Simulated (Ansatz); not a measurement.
A calculation with Ansatz (development build ahead of 0.2.0).

```yaml
crystal:
  periodic: [false, false, false]
  atoms:
    - { symbol: Al, position_ang: [0.0, 0.0, 0.0] }
    - { symbol: Cl, position_ang: [1.91263, 0.0, 0.0] }
    - { symbol: Cl, position_ang: [-0.95632, 1.65639, 0.0] }
    - { symbol: Cl, position_ang: [-0.95632, -1.65639, 0.0] }
basis:
  gaussian: { orbitals: def2-TZVP }
hamiltonian:
  xc: hf
```

The input is written out in the form of the current development build from the run's settings.

The run gave:

```yaml
Converged: yes
Total_energy: -1620.65743 hartree
Spin_squared_of_the_determinant: 0.000
```

Caution: no unrestricted run beside it, a lower state can exist.
